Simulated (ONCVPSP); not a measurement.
**tungsten: ONCV pseudisation with PBE, scalar-relativistic reference atom.**

W (Z = 74), optimised norm-conserving Vanderbilt (ONCV), made with ONCVPSP 4.0.1 (PBE, scalar-relativistic). Core [Kr] 4d10, reference 4f13.5 5s2 5p6 5d4.5 6s2. Waves: 5s+6s: rc 1.70 bohr, ncon 3, nbas 7, qcut 6.4 1/bohr, 2 projectors; 5p: rc 1.80 bohr, ncon 4, nbas 7, qcut 6.4 1/bohr, 2 projectors, debl 3.9 Ha; 5d: rc 1.75 bohr, ncon 4, nbas 8, qcut 6.1 1/bohr, 2 projectors, debl 2 Ha; 4f: rc 0.70 bohr, ncon 5, nbas 10, qcut 24.2 1/bohr, 1 projector. Local part: polynomial inside 0.45 bohr (lpopt 5, dvloc0 2 Ha). Core correction: none.

All-electron outer shells of the reference configuration (PBE, scalar-relativistic, ld1.x):

```tsv
shell	level (eV)	outermost node (bohr)	outermost maximum (bohr)
4d	-243.30	0.22	0.45
5s	-81.07	0.53	0.96
5p	-44.68	0.57	1.09
4f	-37.63	–	0.43
6s	-5.77	1.27	2.64
5d	-4.99	0.63	1.47
```

What the tests gave:

```
Cutoffs needed           : 266 Ha and 298 Ha (the cutoffs (Ha) at which the residual kinetic energy of the hardest occupied pseudo-wave falls to 1 and 0.1 mHa per electron)
Ghost test               : ghosts flagged at negative energy: s at -1509.6 eV, s at -34.4 eV, p at -759.0 eV, d at -138.3 eV; no localised positive-energy state flagged; a true bound ghost makes a file unfit for plane-wave use
Largest excitation error : -82 meV (all-electron minus pseudo) for 4f14 5s2 5p6 5d4 6s2, out of 4 test configurations
```

Generation and tests took about 5.3 s on one core of a shared server CPU.
